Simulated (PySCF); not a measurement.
How methods differ on the excitation energy of Ga

Ga [Ar] 3d10 4s2 4p1 (2P) → Ga [Ar] 3d10 4s1 4p2 (4P), as a difference of total energies. All numbers are calculated (PySCF 2.14, the spin-free X2C one-electron Hamiltonian (Gaussian nucleus), in ANO-RCC-VTZP (6s5p3d1f, 43 functions)). Correlated levels: valence: [Ar] 3d10 frozen; valence and next inner shell: [Ne] frozen. The calculations carry no spin-orbit coupling.

| method | excitation energy (eV) |
| --- | --- |
| UHF | 3.283 |
| LDA | 5.295 |
| PBE | 5.083 |
| PBE0 | 4.746 |
| r2SCAN | 4.638 |
| r2SCAN0 | 4.478 |
| B97-3 | 5.159 |
| PBEsol | 5.008 |
| wB97X-V | 4.943 |
| MP2 (valence) | 3.916 |
| SCS-MP2 (valence) | 4.156 |
| MP2 (valence and next inner shell) | 4.402 |
| SCS-MP2 (valence and next inner shell) | 4.565 |

Problem. How much does correlation contribute at MP2 (valence and next inner shell)?

Solution. 4.402 − (3.283) = 1.119 eV, measured against UHF.
